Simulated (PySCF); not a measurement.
# Ca⁺: excitation energy

Ca⁺ [Ar] 4s1 (2S) → Ca⁺ [Ar] 3d1 (2D), as a difference of total energies. Calculation: PySCF 2.14, in x2c-TZVPPall with one added diffuse shell each of s, p, d type (7s6p4d, 45 functions); scalar relativity by spin-free X2C-1e. Correlated levels: valence and next inner shell: [Ne] frozen. The calculations carry no spin-orbit coupling.

| method | excitation energy (eV) | error (eV) |
| --- | --- | --- |
| UHF | 2.362 | +0.665 |
| MP2 (valence and next inner shell) | 2.707 | +1.010 |
| SCS-MP2 (valence and next inner shell) | 2.658 | +0.961 |
| CCSD (valence and next inner shell) | 2.680 | +0.983 |
| CCSD(T) (valence and next inner shell) | 2.686 | +0.989 |

Reference: 1.697 eV (measured; NIST levels, between the centres of gravity of the two terms).

Errors of the correlated levels include the incompleteness of this basis and the frozen core.
